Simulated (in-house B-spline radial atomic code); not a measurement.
**Binding energies in the phosphorus ion P⁸⁺**

NIST's tabulated ground configuration is [He] 2s2 2p3; each binding energy is the energy of the ion with one electron taken from that subshell, relaxed, less that of the parent. Computed with a radial B-spline atomic code at the basis-set limit: Dirac-Hartree-Fock, average of configuration, Fermi nucleus of rms radius 3.1889 fm. Energies include first-order Breit, QED and recoil terms.

| subshell | X-ray name | binding energy (eV) | -ε (eV) | relaxation (eV) |
| --- | --- | --- | --- | --- |
| 1s | K | 2432.2 | 2446.6 | 12.5 |
| 2s | L1 | 406.7 | 408.0 | 1.3 |
| 2p | L2,3 | 366.3 | 368.0 | 1.6 |

Relaxation = -ε minus the binding energy without Breit, QED and recoil terms.

Problem. What does it cost to remove two 2p electrons?

Solution. 787.63 eV, which is 54.96 eV more than the two single binding energies together.

Problem. What does it cost to remove both a 1s and a 2p electron?

Solution. 2872 eV, which is 73.44 eV more than the two single binding energies together.

Problem. What does it cost to remove both a 2s and a 2p electron?

Solution. 820.49 eV, which is 47.5 eV more than the two single binding energies together.
